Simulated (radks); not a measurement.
Initial-state core-level shifts of neutral erbium when its valence configuration changes from [Xe] 4f12 6s2. Method: scalar-relativistic Kohn-Sham, PBE, spin-polarised, spherical densities, point nucleus; open shells are filled with parallel spins first (spin-orbit coupling, left out, can overturn this in heavy ions); computed with a radial shooting solver on a logarithmic mesh with Libxc functionals. Shifts are changes of the shell-averaged eigenvalues in eV (positive: less bound).

valence                   1s      2s      2p      5s
4f11.5 6s2 6p0.5      -4.603  -4.849  -4.817  -3.587
4f12 5d1 6s1          +0.665  +0.709  +0.708  +0.840
4f12 6s1 6p1          -1.291  -1.277  -1.278  -1.335
4f11.5 5d1 6s1 6p0.5  -3.143  -3.329  -3.298  -1.953
4f12.5 5d1 6p0.5      +2.348  +2.589  +2.563  +1.786
4f12 6p2              -2.672  -2.640  -2.642  -2.765
4f11.5 5d1 6s1.5      -2.602  -2.794  -2.763  -1.407
